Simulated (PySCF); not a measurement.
Gas-phase reaction: Ge2H6 + Cl2 → 2 GeHCl + 2 H2

Computed with PySCF and rigid-rotor harmonic-oscillator thermochemistry at 1 bar. † marks an energy on the PBE0/def2-TZVP geometry and frequencies; other levels use their own. MP2 and CCSD(T) freeze the core. All species are closed-shell singlets. Ge: all electrons, no relativistic terms. GeHCl: computed as isolated molecules; such fragments, hydroxides, amides, oligomers or adducts are transient or little studied in the gas. MP2 isn't extrapolated to the basis-set limit; its ΔH°(298 K) is -25.7 kJ in def2-SVP and -23.6 kJ in def2-TZVPP. CCSD(T) isn't extrapolated to the basis-set limit; its ΔH°(298 K) is -34.7 kJ in def2-SVP and -23.6 kJ in def2-TZVPP. The harmonic model lacks anharmonicity and excited electronic states, which grow with temperature; levels with a mode under 35 cm⁻¹ are left out. Internal rotation in Ge2H6 is treated as a harmonic vibration of one conformer, which makes the entropy rough.

| level | ΔE electronic, kJ | ΔH°(298 K), kJ | ΔS°(298 K), J/K | ΔG°(1600 K), kJ |
|---|---|---|---|---|
| BLYP/def2-TZVP† | -85 | -107 | 267 | -536 |
| CCSD(T)/def2-SVP† | -13 | -35 | 267 | -463 |
| MP2/def2-TZVPP† | -2 | -24 | 267 | -452 |
| PBE/def2-SVP | -21 | -42 | 266 | -467 |
| PBE/def2-TZVP† | -25 | -47 | 267 | -476 |
| PBE0/def2-TZVP | -3 | -25 | 267 | -454 |
| r2SCAN/def2-TZVP† | -7 | -29 | 267 | -458 |
| ωB97M-V/def2-TZVP† | -30 | -52 | 267 | -481 |
| ωB97X-V/def2-TZVP† | -1 | -23 | 267 | -452 |
ΔH° is lowest at BLYP/def2-TZVP† and highest at ωB97X-V/def2-TZVP†. No reference value is set beside these.
